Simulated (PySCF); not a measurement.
HfO2, SMILES [Hf](=[O])=[O], multiplicity 1. Coordinates come from a PBE-D3(BJ)/def2-TZVP optimisation. The multiplicity is an assumed one; other spin states were not compared. The isomer is the one that the SMILES or the coordinates give; other isomers of the formula were not compared. The def2 effective core potentials stand for the cores of Hf; spin–orbit coupling is left out.

Computed with PBE-D3(BJ)/def2-TZVP in PySCF.

Harmonic wavenumbers (cm⁻¹): 296, 799, 881. Rotational constants (GHz): 15.94, 7.687, 5.186; symmetry number 2.

Problem. Work out the zero-point energy and the ideal-gas rigid-rotor harmonic-oscillator thermochemistry at 298.15 K and 1 atm.

Solution. ZPE = ½ Σ hcν = ½ × 1976 cm⁻¹ = 2.82 kcal/mol. H − E(el) = 5.55 kcal/mol. Entropy in cal/(mol K): translation 41.94, rotation 22.36, vibration 1.80, total 66.10. G − E(el) = -14.16 kcal/mol. Cp = 10.81 cal/(mol K).
